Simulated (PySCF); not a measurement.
Predicted microwave data (PBE0/pcSseg-1 in PySCF (dipole) on a GFN2-xTB geometry, gas phase) for one isomer of C7H9OPSi:

```
Rotational constants : A = 2323, B = 346.5, C = 321.6 MHz
Dipole components    : |μa| = 1.97 D, |μb| = 0.01 D, |μc| = 0.01 D
Inertial defect      : -104.82 u·Å²
κ                    : -0.98
```

Question: Which structure is it? (One computed conformer of each.)
A. `[CH3:1][Si@@H:2]([PH2:3])[C:4]#[C:5][c:6]1[cH:7][cH:8][cH:9][o:10]1` with C1–Si2–P3–H 167° and 74°
B. `[CH2:1]=[CH:2]/[C:3]([SiH3:4])=[P:5]/[c:6]1[cH:7][cH:8][o:9][cH:10]1` with C1–C2–C3–Si4 14°, C3–P5–C6–C7 -54°
C. `[CH3:1][c:2]1[p:3][cH:4][cH:5][c:6]([CH:7]=[O:8])[c:9]1[SiH3:10]` with C5–C6–C7–O8 10°
D. `[CH3:1][C:2](=[O:3])[c:4]1[cH:5][p:6][cH:7][cH:8][c:9]1[SiH3:10]` with C1–C2–C4–C5 1°

Answer: A. It is C[Si@@H](P)C#Cc1ccco1, a near-prolate asymmetric top, point group C1. The candidates at the same level (rigid rotor, commonest isotopes):

```
                 SMILES  A (MHz)  B (MHz)  C (MHz)  μa (D)  μb (D)  μc (D)  Δ (u·Å²)  point group                        rotor
   Cc1pccc(C=O)c1[SiH3]     1214    939.0    535.3    1.83    1.79    0.19    -10.44           C1               asymmetric top
C=C/C([SiH3])=P/c1ccoc1     2215    575.6    490.8    0.25    0.80    0.24    -76.44           C1  near-prolate asymmetric top
   CC(=O)c1cpccc1[SiH3]     1462    852.6    544.1    1.44    2.12    0.01     -9.61            –               asymmetric top
  C[Si@@H](P)C#Cc1ccco1     2323    346.5    321.6    1.97    0.01    0.01   -104.82           C1  near-prolate asymmetric top
```

`CC(=O)c1cpccc1[SiH3]` has B 146 % too high; `Cc1pccc(C=O)c1[SiH3]` has B 171 % too high; `C=C/C([SiH3])=P/c1ccoc1` has B 66 % too high. No structure here is proved a minimum.
